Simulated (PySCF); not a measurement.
Cr (chromium, neutral) across methods

[Ar] 3d6, high-spin 5D determinant (an excited configuration). Calculation: PySCF 2.14, in aug-cc-pVTZ-DK; the spin-free X2C one-electron Hamiltonian (Gaussian nucleus).

```json
{"method": "LDA", "E (hartree)": "-1048.326", "mean ε 3p β (eV)": "-41.319", "mean ε 3d α (eV)": "-2.779", "mean ε 3d β (eV)": "-0.404", "Σ⟨r²⟩ (bohr²)": "43.50", "⟨S²⟩": "6.122"}
{"method": "BP86", "E (hartree)": "-1050.798", "mean ε 3p β (eV)": "-41.528", "mean ε 3d α (eV)": "-2.794", "mean ε 3d β (eV)": "-0.666", "Σ⟨r²⟩ (bohr²)": "44.13", "⟨S²⟩": "6.134"}
{"method": "TPSS", "E (hartree)": "-1050.661", "mean ε 3p β (eV)": "-41.632", "mean ε 3d α (eV)": "-2.682", "mean ε 3d β (eV)": "-0.442", "Σ⟨r²⟩ (bohr²)": "46.06", "⟨S²⟩": "6.171"}
{"method": "r2SCAN", "E (hartree)": "-1050.588", "mean ε 3p β (eV)": "-42.382", "mean ε 3d α (eV)": "-3.329", "mean ε 3d β (eV)": "-0.493", "Σ⟨r²⟩ (bohr²)": "49.44", "⟨S²⟩": "6.292"}
{"method": "PBE0", "E (hartree)": "-1050.411", "mean ε 3p β (eV)": "-44.429", "mean ε 3d α (eV)": "-4.905", "mean ε 3d β (eV)": "-0.925", "Σ⟨r²⟩ (bohr²)": "50.06", "⟨S²⟩": "6.336"}
```

Estimate the same row for PBE.

E (hartree) = -1050.410; mean ε 3p β (eV) = -41.372; mean ε 3d α (eV) = -2.747; mean ε 3d β (eV) = -0.474; Σ⟨r²⟩ (bohr²) = 45.30; ⟨S²⟩ = 6.154.

⟨S²⟩ = 6.12 against 6.00 shows spin contamination.
